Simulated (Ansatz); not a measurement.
CH$_{6}$O$_{3}$Ti, SMILES `[CH3][Ti]([OH])([OH])[OH]`. Total charge 0; spin multiplicity 1.

Cartesian coordinates in Å:
```
C 0.7226 -0.1563 1.3628
Ti -0.2743 0.1810 -0.4204
O 0.1921 1.8429 -0.9270
O -2.0166 0.1055 -0.0068
O 0.3134 -1.0929 -1.5112
H 0.4345 0.6088 2.0888
H 0.4677 -1.1441 1.7574
H 1.8023 -0.1075 1.1944
H 0.8278 2.1697 -1.5638
H -2.7114 -0.5430 0.0929
H 0.2420 -1.8639 -2.0671
```

Question: What are the harmonic wavenumbers in cm⁻¹ at PBE0-D4/def2-TZVP (Ansatz, finite differences of forces, unscaled)? (Estimate.)

Answer: Computed: 102, 131, 141, 161, 167, 182, 184, 217, 240, 279, 347, 438, 555, 566, 576, 731, 810, 815, 1158, 1419, 1420, 3032, 3129, 3134, 3939, 3962, 3994.

Question: Is this a minimum?

Answer: Yes, all 27 modes are real.

Question: Give the ideal-gas thermochemistry at 298.15 K and 1 bar (rigid rotor, harmonic oscillator; point group C1, symmetry number 1).

Answer: Zero-point energy 190.4 kJ/mol; H(298) − E = 219.8 kJ/mol; entropy 398.8 J/(mol·K), of which translation 167.9, rotation 112.1, vibration 118.7; G(298) − E = 100.9 kJ/mol.
